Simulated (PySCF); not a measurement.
**The third ionisation energy along group 8**

All values are computed (PySCF 2.14, energy differences of UHF-based or UKS calculations, no spin-orbit coupling). Values in eV. The last column holds reference values (NIST; (s) semi-empirical, (t) theoretical, else measured). Unmarked ones compare directly (S terms, centres of terms, or small fine structure); those marked * lie between the lowest fine-structure levels and include a spin-orbit shift.

| element | configurations | UHF | MP2 (valence) | CCSD(T) (valence) | SCS-MP2 (valence and next inner shell) | PBE | r2SCAN | reference |
| --- | --- | --- | --- | --- | --- | --- | --- | --- |
| Fe (def2-TZVPPD, non-relativistic) | [Ar] 3d6 → [Ar] 3d5 | 28.527 | 30.076 | 30.081 | 30.555 | 31.653 | 30.984 | 30.651 ± 0.012 * |
| Ru (def2-TZVPPD with the def2 core potential (28 electrons), ECP) | [Kr] 4d6 → [Kr] 4d5 | 26.556 | 27.763 | 27.807 | 27.809 | 28.605 | 28.016 | 28.47 (s) * |
| Os (def2-TZVPPD with the def2 core potential (60 electrons), ECP) | [Xe] 4f14 5d6 → [Xe] 4f14 5d5 | 24.957 | 26.138 | 26.256 | 26.255 | 26.996 | 26.498 | 25 ± 1.6 (t) * |

"Valence" correlates the outer s and p shells and, in groups 3 to 12 and the f block, the outer d or f shell, open or full, or the next shell where the ion has no valence electron left; the wider scheme adds the next inner shell.
